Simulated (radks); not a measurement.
The numbers below are computed, except where a source is named.
These are the eigenvalues of the occupied orbitals of an atom or ion with whole-number occupations (hartree). Code: a radial shooting solver on a logarithmic mesh with Libxc functionals. Model: scalar-relativistic Kohn-Sham, Slater X-alpha with alpha = 0.667, spin-polarised, spherical densities, point nucleus.

orbital  eigenvalue
1s up     -985.8397
1s down   -985.8119
2s up     -156.7736
2s down   -156.7550
2p up     -142.0298
2p down   -142.0044
3s up     -38.66802
3s down   -38.63499
3p up     -33.82795
3p down   -33.79182
3d up     -26.27901
3d down   -26.24353
4s up     -14.42749
4s down   -14.26477
4p up     -12.80886
4p down   -12.64717

Which element is it, and in what charge state? The configuration may be excited. Open shells, if any, are filled with parallel spins first.

Answer. Z = 48, cadmium, charge +14: Cd14+ in [Ar] 3d10 4s2 4p4. The list shows which subshells hold electrons but not how many an open one holds; the 1s level, -985.84 hartree, gives Z - s = 44.4 by -(Z - s)^2/2, which with screening and relativity narrows Z to a few neighbours, and the depths of the outer levels then fix element, charge and occupations together.
